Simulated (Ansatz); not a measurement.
```yaml
crystal:
  periodic: [true, true, true]
  atoms:
    - {symbol: C, position_ang: [-0.910244, 1.292512, -0.441847]}
    - {symbol: C, position_ang: [-0.483104, -0.311437, -0.577774]}
    - {symbol: Ge, position_ang: [1.126190, -1.029031, 0.744093]}
    - {symbol: Se, position_ang: [-1.345039, -1.549386, -1.847876]}
    - {symbol: H, position_ang: [-1.806370, 1.598524, -1.212911]}
    - {symbol: H, position_ang: [0.067399, 2.006875, -0.650386]}
    - {symbol: H, position_ang: [-1.263200, 1.536963, 0.709354]}
    - {symbol: H, position_ang: [1.415699, -2.692495, 0.459919]}
    - {symbol: H, position_ang: [0.653192, -0.756173, 2.381453]}
    - {symbol: H, position_ang: [2.545454, -0.096363, 0.435975]}
basis:
  gaussian: {orbitals: cc-pVTZ}
hamiltonian: {xc: {name: HF}, pseudopotentials: {relativity: none}}
correlation: {method: mp2}
output: {forces: true}
```

```sh
$ ansatz run in.yaml --threads 2 --pin off --events-out ev --progress --plain --max-ram 22528MiB --backend cpu
```

Output, abridged:

```
Error: YAML parse error: error: line 2 column 3: crystal: missing field `lattice` (a structure is typed as `lattice` and `atoms`, a molecule's as `atoms` in Å alone, or read from a run's directory, `checkpoint`)
 --> <input>:2:3
1 | crystal:
2 |   periodic: [true, true, true]
3 |   atoms:
4 |     - {symbol: C, position_ang: [-0.910244, 1.292512, -0.441847]}
```

**Question.** What is wrong with this run?

**Answer.** The molecule is marked periodic without a cell. The program refused the input.
